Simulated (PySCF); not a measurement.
F6Si2, SMILES F[Si](F)(F)[Si](F)(F)F. Heavy atoms are numbered as in [F:1][Si:2]([F:3])([F:4])[Si:5]([F:6])([F:7])[F:8].

Geometry optimised at PBE0-D3(BJ)/def2-SVP. One conformer was computed; it need not be the lowest.

These are PySCF with r2SCAN/def2-TZVP values and carry that method's errors.

ESP charges are fitted to the potential on shells at 1.4 to 2.0 van der Waals radii. Atomic charges (e), one atom of each kind:

```json
[
 {"atom": "F1", "ESP fit": "…", "Mulliken": "-0.28", "Löwdin": "0.04"},
 {"atom": "Si2", "ESP fit": "…", "Mulliken": "0.85", "Löwdin": "-0.13"}
]
```

Q: Complete the blanks. (The exact figures need the calculation; the answer reports its results.)

A: 
- F1, ESP fit: -0.18
- Si2, ESP fit: 0.54

Computed Mayer and Wiberg (Löwdin basis) orders of the bonds:
| bond | Mayer | Wiberg |
|---|---|---|
| F1–Si2 | 1.15 | 1.75 |
| Si2–F3 | 1.15 | 1.75 |
| Si2–F4 | 1.15 | 1.75 |
| Si2–Si5 | 0.89 | 0.94 |
| Si5–F6 | 1.15 | 1.75 |
| Si5–F7 | 1.15 | 1.75 |
| Si5–F8 | 1.15 | 1.75 |
